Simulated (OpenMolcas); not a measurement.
Ta4+ (d1) among equal point charges was computed by CASSCF with the d shell active (OpenMolcas, ANO-RCC-VDZP on the metal). Its lowest spin-free states, and all those of the highest spin:

| 2S+1 | Degeneracy | E (cm-1) |
| --- | --- | --- |
| 2 | 2 | 0.0 |
| 2 | 2 | 3734 |
| 2 | 1 | 5177 |

Problem. Is the site octahedral, tetrahedral or cube-like, axial, or of lower symmetry?

Solution. The states with 2S+1 = 2 have orbital degeneracies 2, 2, 1. There are pairs but no triples, so the site is axial: not cubic, but with a proper or improper axis of order three or more. The run had Ta4+ among 5 point charges of -1.2 e arranged as a trigonal bipyramid (D3h), 2.11 Å from the ion, with the axial distance 2.490 Å.

An orbital doublet at a regular site is open to a Jahn-Teller distortion, which this geometry leaves out. This is an electrostatic model: the charges have no orbitals. No measured value stands beside these numbers.
